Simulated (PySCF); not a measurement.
**Exercise with solution: entropy of an ideal gas**

Mo(NH)2(Cl)(NH2) (ClH₄MoN₃), SMILES [NH]=[Mo](=[NH])([NH2])[Cl], multiplicity 1.

The structure is a stationary point at r2SCAN-D4/def2-SVP. The spin state was assumed, not searched. The def2 effective core potentials stand for the cores of Mo; spin–orbit coupling is left out. One conformer was computed; it need not be the lowest.

r2SCAN-D4/def2-SVP (PySCF 2.14.0) gives the harmonic wavenumbers 154, 178, 223, 235, 278, 325, 393, 410, 486, 589, 604, 703, 715, 731, 987, 1010, 1501, 3547, 3586, 3590, 3656 cm⁻¹ and the rotational temperatures 0.1696, 0.0917, 0.0889 K. The molar mass is 177.45 g/mol, the symmetry number 1, the spin multiplicity 1.

Problem. Work out the entropy at 298.15 K and 1 atm in the rigid-rotor, harmonic-oscillator model.

Solution. 
Translation (Sackur–Tetrode at 1 atm): S = R[1.5 ln M + 2.5 ln T − 1.16487] = 173.3 J/(mol K).
Rotation: q = (√π/σ) T^1.5/√(θA θB θC) = 245000, S = R[ln q + 3/2] = 115.7 J/(mol K).
Vibration: with u = 1.4388 ν/T, each mode gives R[u/(e^u − 1) − ln(1 − e^−u)]:
```
ν (cm⁻¹)  modes     u  S (J/(mol K))
--------  -----  ----  -------------
154           1  0.74          10.97
178           1  0.86           9.83
223           1  1.08           8.09
235           1  1.13           7.70
278           1  1.34           6.47
325           1  1.57           5.38
393           1  1.90           4.14
410           1  1.98           3.88
486           1  2.35           2.90
589           1  2.84           1.96
604           1  2.91           1.85
703           1  3.39           1.27
715           1  3.45           1.21
731           1  3.53           1.14
987           1  4.76           0.41
1010          1  4.87           0.38
1501          1  7.24           0.05
```
The stiffer modes add less than 0.005 each. Sum 67.6 J/(mol K).
Spin: R ln 1 = 0.0 J/(mol K).
Total 356.6 J/(mol K); the program's own thermochemistry gives 356.6. Translation makes up 49 % and vibration 19 %. Anharmonicity, hindered rotation and orbital degeneracy are left out.
